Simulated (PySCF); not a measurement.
## Rh⁺: excitation energy

Rh⁺ [Kr] 4d8 (3F) → Rh⁺ [Kr] 4d7 5s1 (5F), as a difference of total energies. Calculation: PySCF 2.14, in x2c-TZVPPall (8s6p6d2f1g, 79 functions); scalar relativity by spin-free X2C-1e. Correlated levels: valence: [Kr] frozen; valence and next inner shell: [Ar] 3d10 frozen. The calculations carry no spin-orbit coupling.

Task: Order these methods by the excitation energy they give, lowest first.
A. MP2 (valence and next inner shell)
B. wB97X
C. MP2 (valence)
D. r2SCAN

Result: D (15858 cm⁻¹), A (16676 cm⁻¹), C (17567 cm⁻¹), B (21981 cm⁻¹).

Errors of the correlated levels include the incompleteness of this basis and the frozen core.

The basis was made for the ground configuration and has no added diffuse functions, so the excitation energy can come out too high.

For comparison: 17145 cm⁻¹ (measured; NIST levels, between the centres of gravity of the two terms).
